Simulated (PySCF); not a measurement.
B(Cl)(F)(OAc) (C2H3BClFO2), SMILES CC(=O)OB(F)Cl.

The structure is a stationary point at TPSSh-D3(BJ)/def2-SVP. The structure was generated by enumeration, and PubChem lists no compound with its InChIKey, so it may never have been made. One conformer was computed; it need not be the lowest.

All values below come from TDA-PBE/def2-SVPD (PySCF 2.14.0).

Vertical excitations. The molecule is in vacuum.

**Question.** List the lowest excited states. (Estimate from the structure and the level; the computed values follow.)

**Answer.** 
| state | energy (eV) | λ (nm) | f | main pairs |
|---|---|---|---|---|
| S1 | 5.12 | 242 | 0.001 | HOMO→LUMO 99 % |
| S2 | 5.95 | 208 | 0.002 | HOMO−1→LUMO 100 % |
| S3 | 6.31 | 196 | 0.003 | HOMO→LUMO+1 98 % |
| S4 | 6.42 | 193 | 0.028 | HOMO−2→LUMO 87 % |
| S5 | 6.59 | 188 | 0.031 | HOMO→LUMO+2 97 % |
| S6 | 7.28 | 170 | 0.001 | HOMO−1→LUMO+1 96 % |
| S7 | 7.38 | 168 | 0.010 | HOMO−4→LUMO 90 % |
| S8 | 7.40 | 167 | 0.040 | HOMO→LUMO+3 53 %, HOMO−3→LUMO 26 % |
| S9 | 7.56 | 164 | 0.007 | HOMO−1→LUMO+2 53 %, HOMO→LUMO+3 23 %, HOMO−3→LUMO 11 % |
| S10 | 7.62 | 163 | 0.094 | HOMO−1→LUMO+2 46 %, HOMO→LUMO+3 18 %, HOMO−3→LUMO 16 %, HOMO−2→LUMO+1 7 % |
| T1 | 4.63 | 268 | 0 | HOMO→LUMO 99 % |
| T2 | 5.84 | 212 | 0 | HOMO−1→LUMO 75 %, HOMO−2→LUMO 17 % |
| T3 | 5.92 | 209 | 0 | HOMO−2→LUMO 59 %, HOMO−1→LUMO 24 %, HOMO−3→LUMO 14 % |
| T4 | 6.13 | 202 | 0 | HOMO→LUMO+1 97 % |
Triplets are in the Tamm–Dancoff approximation.
